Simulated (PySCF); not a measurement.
# Static response to an electric field

C6H10O.
Geometry (PBE0-D3(BJ)/def2-SVP, Å), atoms numbered from 1 in this order:
```xyz
17
C6H10O angstrom
C      3.7528    0.0161   -0.2843
C      2.4124   -0.0272   -0.2895
C      1.5584    1.1468   -0.2179
C      0.2153    1.1289   -0.2154
C     -0.6506   -0.0894   -0.2819
O     -1.9864    0.3136   -0.3271
C     -2.8794   -0.7505   -0.3896
H      4.2859    0.9701   -0.2233
H      4.3566   -0.8924   -0.3402
H      1.9202   -1.0047   -0.3507
H      2.0657    2.1157   -0.1611
H     -0.3408    2.0694   -0.1568
H     -0.4705   -0.7451    0.5992
H     -0.3971   -0.7034   -1.1742
H     -2.7306   -1.3669   -1.2994
H     -2.7909   -1.4214    0.4889
H     -3.8975   -0.3379   -0.4116
```

Level: CAM-B3LYP/def2-SVPD (PySCF), static field, nuclei fixed, core orbitals frozen in the response. The polarisability tensor in these axes (au):

```
x   129.62  -0.45   0.16
y    -0.45  71.89   0.88
z     0.16   0.88  57.70
```

Question: Diagonalise the tensor; give its mean and Δα, where Δα² is half the sum of the squared differences of the eigenvalues.

Answer: Principal values 57.65, 71.94 and 129.63 au; mean 86.40 au = 12.80 Å³ = 14.25 × 10⁻⁴⁰ C²·m²/J; Δα = 66.01 au (76 % of the mean).

Question: What is the dipole moment, and where does it point?

Answer: (0.02, -1.29, -0.01) D, 1.29 D in size, pointing from the negative to the positive side. Measured along this direction, the outermost atoms are H11 and H12 at the negative end and H16 and H15 at the positive end.

Question: What are the principal values of the traceless quadrupole moment, Θ = ½Σq(3rr − r²1), about the centre of nuclear charge?

Answer: -5.58, -2.29, 7.87 D·Å. The values depend on the origin, since the dipole doesn't vanish. The electronic extent ⟨r²⟩ about the same centre is 1273 bohr², a root-mean-square distance of 2.57 Å for the 54 electrons.

Question: What would n − 1 = 2πNα be for an ideal gas of these molecules at 500 K and 1 atm, electronic part alone?

Answer: N = p/kT = 1.4678 × 10¹⁹ cm⁻³, so n − 1 = 2π × N × 12.80 × 10⁻²⁴ cm³ = 1181 × 10⁻⁶ at long wavelengths, for an ideal gas.

Question: Rayleigh depolarisation ratio (linearly polarised light, static tensor)?

Answer: ρ = 3Δα²/(45ᾱ² + 4Δα²) = 13071.1/(335947 + 17428.1) = 0.037.

The structure is a single PBE0-D3(BJ)/def2-SVP conformer in the gas phase; no vibrational or solvent corrections.
